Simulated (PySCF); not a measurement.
## Ionisation energy of Ti by level of theory

Ti [Ar] 3d2 4s2 (3F) → Ti⁺ [Ar] 3d2 4s1 (4F), as a difference of total energies. Computed with PySCF 2.14 in ANO-RCC-VTZP (6s5p3d2f1g, 59 functions), with scalar relativity by spin-free X2C-1e. Correlated levels: valence and next inner shell: [Ne] frozen. The calculations carry no spin-orbit coupling.

```json
{"method": "UHF", "ionisation energy (eV)": "5.560", "error (eV)": "-1.268"}
{"method": "MP2 (valence and next inner shell)", "ionisation energy (eV)": "6.523", "error (eV)": "-0.305"}
{"method": "SCS-MP2 (valence and next inner shell)", "ionisation energy (eV)": "6.605", "error (eV)": "-0.223"}
{"method": "CCSD (valence and next inner shell)", "ionisation energy (eV)": "6.652", "error (eV)": "-0.176"}
{"method": "CCSD(T) (valence and next inner shell)", "ionisation energy (eV)": "6.759", "error (eV)": "-0.069"}
```

Reference: 6.828 eV (measured; NIST levels, between the centres of gravity of the two terms).

Errors of the correlated levels include the incompleteness of this basis and the frozen core.
